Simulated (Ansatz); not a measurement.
C$_{2}$H$_{8}$AlB, SMILES `CB[CH2][AlH2]` at its PBE0-D4/def2-TZVP geometry, where that method's forces vanish. The species carries charge 0 and has multiplicity 1.

```xyz
12

C     0.5689   -0.9632    1.3968
B     0.8668    0.1134    0.2994
C    -0.1633    1.1232   -0.1913
Al   -1.0992    0.2236   -1.6765
H    -0.4562   -0.9677    1.7754
H     0.8208   -1.9721    1.0501
H     1.2409   -0.7870    2.2471
H     1.9515    0.0953   -0.2276
H    -0.9786    1.3334    0.5115
H     0.2360    2.0310   -0.6519
H    -2.2705   -0.7966   -1.3565
H    -0.7171    0.5665   -3.1765
```

Problem. What forces (eV/Å) does B3LYP-D4/def2-TZVPP give on these atoms in Ansatz? (An estimate is asked.)

Solution. Ansatz gave: 
```
C1   0.011 -0.056  0.052
B2   0.148  0.044 -0.050
C3  -0.017  0.051  0.005
Al4 -0.108 -0.058 -0.142
H5   0.046 -0.008 -0.011
H6  -0.021  0.029  0.021
H7  -0.033 -0.012 -0.018
H8  -0.110 -0.002  0.054
H9   0.063  0.017 -0.032
H10 -0.029 -0.040  0.056
H11  0.075  0.061 -0.024
H12 -0.025 -0.026  0.091
```

B3LYP here is the variant with VWN-RPA as its local correlation; programs differ in this.
